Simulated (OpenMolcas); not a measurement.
# Cr2+: moving or changing the point charges

Cr2+ among 2 point charges of -3 e arranged as a linear pair (D∞h), 2.14 Å from the ion.

| Item | Value |
| --- | --- |
| Program | OpenMolcas 26.06 |
| Method | SS-CASPT2, IPEA 0.25 Eh, imaginary shift 0.1 Eh (closed shells correlated: 3s 3p) |
| Basis | ANO-RCC-VDZP [5s4p2d1f] |
| Scalar Hamiltonian | DKH2, point nucleus |
| Active space | 4 electrons in 5 orbitals (3d) |
| State averaging | 2S+1 = 5 even, 5 roots; 2S+1 = 3 even, 45 roots; 2S+1 = 1 even, 50 roots |
| Spin-orbit coupling | state interaction with AMFI integrals over the reference wave functions |

Runs around this geometry, states (labels by Λ). Energies in cm-1 above the lowest state or level, χT in cm3 K/mol.

```tsv
R (Å)	q (e)	Ground state	First state of that spin	First gap with spin-orbit (degeneracies)	χT at 300 K	First state of another spin
2.14	-1.95	5Σ	5Π 1770	8 (1, 2)	2.753	3Δ 16760
2.14	-3	5Π	5Σ 2040	44 (2, 1)	2.703	3Σ 10600
2.36	-3	5Σ	5Π 230	24 (1, 2)	2.290	3Δ 14150
```

The ground state changes within this set.

Roots that are degenerate in the reference are averaged as groups; the widest CASPT2 spread within a group is 110 cm-1 (the 2-fold group of multiplicity 1 near 76500 cm-1 above the lowest state of its run, R = 2.14, q = -3). Shifts and gaps below about the spread of the groups concerned are not significant. Over all roots computed the reference weight is 0.80 to 0.95 in R = 2.14 in q = -3, 0.90 to 0.95 in R = 2.36 in q = -3; the roots of lowest weight are the least certain, and an intruder state may touch them. Free-ion shares, where given, are those of the reference states; single-state CASPT2 does not remix them. Spin-orbit coupling mixes the spin-free states strongly: the lowest level takes only 65 % from its leading state, 5Σ (holds for R = 2.36, q = -3). Point charges carry no covalency, so the field is a model and not that of real ligands. No measured value stands beside these numbers.
